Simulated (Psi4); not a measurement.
C$_{5}$H$_{11}$Si, doublet (typed; the unrestricted solution is spin-contaminated), geometry from GFN2-xTB. Base run: HF/STO-3G run with Psi4 1.11.

Geometry (Å):
```xyz
17

C      0.1445     2.3352    -1.1241
C      0.6510     1.5052    -0.2812
Si    -0.0043    -0.2716     0.1407
C     -0.4094    -0.3126     2.0053
C     -1.5581    -0.6511    -0.8929
C      1.3893    -1.5133    -0.2577
H     -0.6950     2.3233    -1.7851
H      1.5377     1.7638     0.2864
H     -0.7773    -1.2896     2.3055
H     -1.1705     0.4186     2.2606
H      0.4687    -0.0949     2.6058
H     -2.3494     0.0635    -0.6886
H     -1.3420    -0.6089    -1.9560
H     -1.9460    -1.6422    -0.6755
H      2.2824    -1.3055     0.3240
H      1.0831    -2.5314    -0.0351
H      1.6653    -1.4744    -1.3071
```
Charge 0, spin multiplicity 2.
Orbitals are unrestricted.
All else is at Psi4's defaults (density fitting; Cartesian or spherical functions as each basis is defined).

Variants of this job, named by their change:

```tsv
change	basis functions	E (Eh)	dipole (D)	core-seconds (rough)
base	45	-479.00444	0.61	3
basis = 6-31G	80	-484.50460	0.95	3
basis = def2-SV(P)	110	-484.36470	1.01	4
basis = pcseg-1	143	-484.55701	1.11	6
basis = cc-pVDZ	143	-484.63883	1.03	6
basis = cc-pV(D+d)Z	148	-484.64771	1.02	8
basis = 6-31G**	149	-484.63229	0.93	6
basis = 6-311G**	182	-484.68742	1.01	9
basis = 6-311+G(2d,p)	236	-484.69862	1.12	20
basis = aug-pcseg-1	241	-484.56804	1.09	10
basis = aug-cc-pVDZ	241	-484.64931	1.11	10
basis = def2-TZVP	258	-484.71709	1.08	10
basis = def2-TZVPD	327	-484.71766	1.10	20
```

Totals compare only among sets that treat the same electrons; sets with core potentials leave the core out.

Open shells are given as the SCF converged; they aren't shown to be the lowest states, and a large step between rows can be another state.
